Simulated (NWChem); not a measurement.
System: SiH$_{2}$O$_{2}$I$_{2}$; SMILES O[Si](O)(I)I

The following NWChem deck was run.

```
start job
memory heap 200 mb stack 900 mb global 1100 mb
geometry units angstroms noautoz
  O      0.148785     1.370965    -1.816077
  Si     0.000000     0.000000    -0.916720
  O     -0.148785    -1.370965    -1.816077
  I      2.023514    -0.089382     0.430956
  I     -2.023514     0.089382     0.430956
  H     -0.651061     1.686746    -2.252236
  H      0.651061    -1.686746    -2.252236
end
basis spherical
  O library 3-21g
  Si library 3-21g
  I library 3-21g
  H library 3-21g
end
dft
  xc pbe0
  iterations 150
  mulliken
end
task dft energy
```

Coordinates come from a PBE0/def2-SVP (def2 core potentials past Kr) optimisation. Not confirmed as a minimum by frequencies.

Task: Predict the main results of this run. (PBE0/3-21G, non-relativistic.) Quantities: basis functions; energy (Ha); highest occupied level (eV); orbital gap (eV); dipole (D).

Result: The number of basis functions is 97. The energy (Ha) is -14217.81 and the highest occupied level (eV) is -7.67. The orbital gap (eV) is 6.45 and the dipole (D) is 2.35.
